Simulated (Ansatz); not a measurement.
Consider the redistribution: `C=C[N](C)[GeH3]` + `[SiH3]S` → `[SH][GeH3]` + `C=CN(C)[SiH3]`.

Isolated molecules relaxed with PBE0-D4/def2-TZVP in Ansatz; ΔE leaves out vibrations. CCSD(T)/CBS adds triple-zeta CCSD(T) − MP2 to the extrapolated MP2 energy (def2 sets, frozen cores). DFT in def2-TZVPP. For Ge outer-core shells are correlated without core-valence functions, which leaves a few kJ/mol of doubt a bond. Scalar relativity is left out up to krypton. Each species was taken in one conformer, which may not be the lowest.

```
           level  ΔE (kcal/mol)
            PBE0           -7.9
CCSD(T)/def2-SVP           -6.8
```

Q: What does CCSD(T)/CBS give? (An estimate is asked.)

A: Computed: -7.4 kcal/mol. The listed levels differ from it by -0.5, 0.6 kcal/mol.

Q: What do rigid-rotor, harmonic-oscillator terms from PBE0-D4/def2-TZVP frequencies (298.15 K, 1 bar) make of the CCSD(T)/CBS value? (An estimate is asked.)

A: The calculation gave: ΔZPE = +0.3 kcal/mol, ΔH = -7.1 kcal/mol, ΔS = 3 J/(mol·K), ΔG = -7.3 kcal/mol.

Largest T1 diagnostic among the species: 0.012.

In def2-TZVPP, CCSD(T) changes the Hartree–Fock value by +2.0 kcal/mol (the triples alone add +0.3 kcal/mol) and MP2 by +2.2 kcal/mol. Leaving LDA and LC-ωPBE aside and taking each functional with its dispersion term where it has one, the values, not all of them listed here, spread over 1.6 kcal/mol, from BHLYP-D4 to revPBE-D4. From BLYP to BHLYP (50 % exact exchange), in def2-TZVPP and without D4, ΔE moves by −0.8 kcal/mol.

CCSD(T)/CBS has its own doubt, a few kJ/mol and more with outer-core shells, so smaller differences from it don't rank the levels.
